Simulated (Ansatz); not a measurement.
Molecule: tribromo(chloro)methane, CBr$_{3}$Cl (charge 0, singlet). 
Geometry from a B3LYP-D3(BJ)/def2-TZVP (Ansatz, an electronic-structure program) optimisation:
SMILES: ClC(Br)(Br)Br
```xyz
5

Cl    -1.0768     0.2920     1.7453
C     -0.1586     0.0430     0.2570
Br    -1.2041    -1.0509    -0.9858
Br     0.2307     1.7733    -0.5731
Br     1.5236    -0.8716     0.6672
```

Basis-set convergence of Hartree-Fock and CCSD(T) correlation energies (hartree) with Ansatz. Valence correlation only, unless marked. No spin-orbit coupling. Frozen are the shells of the preceding noble gas and the d and f shells that filled before the atom's block. Non-relativistic.

```tsv
basis	functions	E(HF)	E(corr, CCSD(T))
def2-SVPD	170	-8213.45330	-0.74557
def2-TZVPPD	259	-8214.59210	-0.94644
def2-QZVPPD	436	-8214.75273	-1.02616
```

Extrapolating the two largest sets (X = 3 and 4) as X^-3: E(corr) = (64·(-1.02616) - 27·(-0.94644))/37 = -1.0843 Eh, an estimate of the basis-set limit. The largest set recovers 94.6 % of it, the smallest 68.8 %.
